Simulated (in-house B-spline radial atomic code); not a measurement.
## Ionising Ca8+ with different functionals

Computed with a radial B-spline atomic code at the basis-set limit: scalar-relativistic (spin-free X2C) Hamiltonian, Fermi nucleus of rms radius 3.4776 fm, spin-polarised at highest spin, spherical fractional occupations for the functionals, the average over the highest-spin determinants for Hartree-Fock. The ionisation energy is the difference of two self-consistent energies, [Ne] 3s2 → [Ne] 3s1, without Breit or QED terms; ε is the level of the shell that loses the electron (its least bound occupied spin orbital).

```
           method                    rung  ΔSCF (eV)  -ε(3s) (eV)
     Hartree-Fock            Hartree-Fock     186.26       186.44
    HF fractional            Hartree-Fock          ?            ?
         LDA VWN5                     LDA     188.57       178.79
         LDA PW92                     LDA     188.56       178.78
LDA exchange-only                     LDA     186.39       176.99
              PBE                     GGA     188.56       178.68
           PBEsol                     GGA     188.13       178.54
             BLYP                     GGA     188.61       178.76
             RPBE                     GGA          ?            ?
             PW91                     GGA     188.71       178.86
             BP86                     GGA     188.51       178.89
             AM05                     GGA     187.92       178.45
             OLYP                     GGA     188.06       178.48
             TPSS                meta-GGA     188.07       178.79
             SCAN                meta-GGA     187.33       179.05
           r2SCAN                meta-GGA     187.21       178.98
          revTPSS                meta-GGA     187.86       178.80
             PBE0           global hybrid     188.24       180.91
            B3LYP           global hybrid     188.60       180.70
            TPSSh           global hybrid     188.00       179.67
        BHandHLYP           global hybrid     188.13       183.15
          r2SCAN0           global hybrid     187.30       181.11
            B97-1           global hybrid     188.61       180.50
            HSE06  range-separated hybrid     188.29       180.58
            wB97X  range-separated hybrid     187.28       183.74
        CAM-B3LYP  range-separated hybrid     188.58       182.67
          LC-wPBE  range-separated hybrid     188.56       184.20
```

Task: What does HF fractional give?

Result: ΔSCF 186.26 eV, and -ε(3s) = 186.44 eV.

Task: What does RPBE give?

Result: ΔSCF 188.43 eV, and -ε(3s) = 178.54 eV.

Task: Among the functionals, which spreads more, the ΔSCF values or the orbital energies?

Result: The orbital energies: ΔSCF values span about 2.32 eV and the orbital energies 7.21 eV.

Task: How do they compare with the NIST value?

Result: NIST lists 188.54 eV ± 0.06 (semi-empirical, ground level to ground level). Errors run from -2.28 to +0.17 eV; LC-wPBE is closest (+0.02 eV), though others lie within the uncertainty of it, and part of that can be cancellation, since the calculations leave out Breit-QED terms, the near-degeneracy of s² and p². Hartree-Fock also lacks correlation.
